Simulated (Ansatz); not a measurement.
Two isomers of CH6AlBO: A = `[BH2][AlH][O]C`, B = `[CH3][AlH][BH]O`.

Computed with Ansatz on PBE0-D4/def2-TZVP structures; ΔE is electronic, products minus reactants. CCSD(T)/CBS adds triple-zeta CCSD(T) − MP2 to the extrapolated MP2 energy (def2 sets, frozen cores). DFT in def2-TZVPP. Each species was taken in one conformer, which may not be the lowest.

Task: Which is lower in electronic energy at CCSD(T)/CBS, and by how much? (Estimate.)

Result: The calculation gave: B, by 92.4 kJ/mol.

Task: Give E(B) − E(A) in kJ/mol with PBE0-D4, BLYP-D4, B2PLYP, CCSD/def2-TZVPP, HF/def2-TZVPP, CCSD(T)/def2-TZVPP, r2SCAN-D4. (Estimate.)

Result: The calculation gave: PBE0-D4 -98.1, BLYP-D4 -88.2, B2PLYP -88.2, CCSD/def2-TZVPP -86.3, HF/def2-TZVPP -64.4, CCSD(T)/def2-TZVPP -90.7, r2SCAN-D4 -94.1. None reverses the order clearly.

Task: Does the order hold for the free energy at 298.15 K (harmonic terms from PBE0-D4)? (An estimate is asked.)

Result: Ansatz gave: Yes: G(B) − G(A) = -91.5 kJ/mol, for one conformer each. Modes under 60 cm⁻¹, often nearly free rotors, make the harmonic entropy too high.

Largest T1 diagnostic: 0.013.

Leaving LDA and LC-ωPBE aside and taking each functional with its dispersion term where it has one, the values, not all of them listed here, spread over 22.4 kJ/mol, from PBE-D4 to BHLYP-D4. LDA lies −8.4 kJ/mol from PBE without D4. In def2-TZVPP, CCSD(T) changes the Hartree–Fock value by −26.3 kJ/mol (the triples alone add −4.4 kJ/mol) and MP2 by −29.7 kJ/mol.
